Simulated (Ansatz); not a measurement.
Compare A (`C[N]=[Mo]([NH2])(=[N]C)[O]C`) with its isomer B (`C[N]=[Mo]([NH2])(=[O])[N](C)C`).

Program: Ansatz. Geometries: PBE0-D4/def2-TZVP. ΔE: electronic, gas phase. CCSD(T)/CBS adds triple-zeta CCSD(T) − MP2 to the extrapolated MP2 energy (def2 sets, frozen cores). DFT in def2-TZVPP. def2 core potentials past Kr. For Mo outer-core shells are correlated without core-valence functions, which leaves a few kJ/mol of doubt a bond. One conformer a species, not always the lowest.

(1) Which is lower in electronic energy at CCSD(T)/CBS, and by how much? (Estimate.)

(2) Give E(B) − E(A) in kcal/mol with CCSD(T)/def2-TZVPP, HF/def2-TZVPP, r2SCAN-D4, MP2/def2-TZVPP, PBE0-D4, ωB97M-V, CCSD/def2-TZVPP. (Estimate.)

Largest T1 diagnostic: 0.020.

Answers

(1) Computed: B, by 13.8 kcal/mol.

(2) Ansatz gave: CCSD(T)/def2-TZVPP -14.6, HF/def2-TZVPP -9.1, r2SCAN-D4 -15.6, MP2/def2-TZVPP -14.5, PBE0-D4 -14.6, ωB97M-V -15.0, CCSD/def2-TZVPP -13.3. None reverses the order clearly.

From r2SCAN to r2SCAN0 (25 % exact exchange), in def2-TZVPP and without D4, E(B) − E(A) moves by +1.2 kcal/mol. In def2-TZVPP, CCSD(T) changes the Hartree–Fock value by −5.5 kcal/mol (the triples alone add −1.3 kcal/mol) and MP2 by −5.4 kcal/mol.
